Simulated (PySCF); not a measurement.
C11H10OS, SMILES c1(ccccc1)-c1sccc1OC (GFN2-xTB optimised geometry):

```
23

C      1.176    -3.091    -0.016
O      0.530    -1.841    -0.001
C      1.315    -0.727     0.000
C      2.733    -0.727     0.000
C      3.258     0.525     0.000
S      2.048     1.733    -0.001
C      0.772     0.545    -0.001
C     -0.611     0.976    -0.002
C     -0.918     2.340    -0.037
C     -2.227     2.774    -0.039
C     -3.266     1.858    -0.005
C     -2.977     0.504     0.031
C     -1.668     0.063     0.033
H      1.796    -3.235     0.874
H      1.791    -3.215    -0.914
H      0.379    -3.833    -0.022
H      3.340    -1.614     0.000
H      4.291     0.807     0.000
H     -0.114     3.062    -0.065
H     -2.439     3.833    -0.067
H     -4.291     2.197    -0.006
H     -3.781    -0.217     0.059
H     -1.457    -0.992     0.062
```

Computed with PBE/def2-SVP in PySCF.

**Question.** What are the frontier orbital energies and the dipole moment?

**Answer.** HOMO-2 -6.07 eV, HOMO-1 -5.72 eV, HOMO -4.77 eV, LUMO -1.69 eV, LUMO+1 -0.75 eV; dipole moment 2.44 D.

On the same geometry PySCF with PBE0/def2-SVP gives HOMO-2 -7.14 eV, HOMO-1 -6.85 eV, HOMO -5.73 eV, LUMO -0.98 eV, LUMO+1 0.15 eV; dipole moment 2.47 D.

Meta-Löwdin charges at PBE/def2-SVP: C1 -0.10, O2 -0.30, C3 0.16, C4 -0.18, C5 -0.23, S6 0.26, C7 -0.15, C8 0.01, C9 -0.12, C10 -0.10, C11 -0.12, C12 -0.10, C13 -0.12, H14 0.10, H15 0.10, H16 0.12, H17 0.12, H18 0.13, H19 0.10, H20 0.11, H21 0.10, H22 0.10, H23 0.12.
